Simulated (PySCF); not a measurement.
Some computed properties have been withheld. Give your best values.

Compound: C₆H₁₃Al.
SMILES: `C1C[C@H]([AlH][CH2]1)CC`

```json
{"property": "point group", "level": "PBE0-D3(BJ)/def2-SVP", "value": "?"}
{"property": "rotational constants A, B, C", "level": "PBE0-D3(BJ)/def2-SVP", "value": "?"}
{"property": "dipole moment", "level": "B3LYP/def2-SVPD", "value": "?"}
{"property": "HOMO energy", "level": "B3LYP/def2-SVPD", "value": "-6.50 eV"}
{"property": "LUMO energy", "level": "B3LYP/def2-SVPD", "value": "-1.18 eV"}
{"property": "lowest singlet excitation", "level": "TDDFT B3LYP/def2-SVPD", "value": "?"}
{"property": "strongest line among the 6 lowest singlet transitions", "level": "TDDFT B3LYP/def2-SVPD", "value": "S6 at 6.55 eV (189 nm, f = 0.038)"}
{"property": "static isotropic polarisability", "level": "B3LYP/def2-SVPD", "value": "?"}
{"property": "electronic spatial extent ⟨r²⟩ about the centre of nuclear charge", "level": "B3LYP/def2-SVPD", "value": "1068 bohr²"}
```

The electronic properties come from PySCF, for the isolated species, density fitting. The structure is a single PBE0-D3(BJ)/def2-SVP conformer in the gas phase; no vibrational or solvent corrections.

(1) What are the rotational constants A, B, C?

(2) The point group?

(3) Give the dipole moment.

(4) Give the static isotropic polarisability.

(5) What is the lowest singlet excitation?

Answers

(1) 3.341, 1.569, 1.281 GHz.

(2) C1.

(3) 0.23 D.

(4) 98.8 au.

(5) 4.21 eV (295 nm, f = 0.000).

The rotational constants make it an asymmetric top with κ = (2B − A − C)/(A − C) = -0.72, nearer the prolate limit (−1). The principal polarisabilities are 84.9, 104.2 and 107.3 au; their mean is the isotropic value. The 6 singlets span 4.21 to 6.55 eV, and their oscillator strengths add up to 0.07. In atomic units the dipole is 0.09 e·bohr (1 au = 2.5417 D). No computed singlet falls in the visible range (750 to 380 nm, 1.65 to 3.26 eV); S1 lies 0.95 eV above its blue end. With B = h/(8π²I), that is 505.379 GHz u Å² over I, the principal moments of inertia are 151.3, 322.0 and 394.6 u Å² (most abundant isotopes).

For the TDDFT job (B3LYP/def2-SVPD), the run took about 2 min of CPU time (one thread, shared machine).
